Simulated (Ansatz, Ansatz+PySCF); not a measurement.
```yaml
atoms:
  - { symbol: N, position_ang: [0.0000, 0.0000, -1.4161] }
  - { symbol: H, position_ang: [0.9449, 0.0000, -1.8120] }
  - { symbol: H, position_ang: [-0.4725, 0.8183, -1.8120] }
  - { symbol: H, position_ang: [-0.4725, -0.8183, -1.8120] }
  - { symbol: Cu, position_ang: [0.0000, 0.0000, 0.5293] }
```

RHF on singlet CuNH3(+) was run in several spherical basis sets with Ansatz (development build ahead of 0.2.0).

(1) Rank the basis sets by the total energy that they give, lowest first, with the distance from the lowest.
A. def2-SVP
B. cc-pVTZ
C. def2-TZVP

## Answers

(1) B (0.00 eV), C (1.11 eV), A (9.03 eV).

Totals follow the description of the cores as much as that of the bonds, so this order isn't one of quality for chemistry.
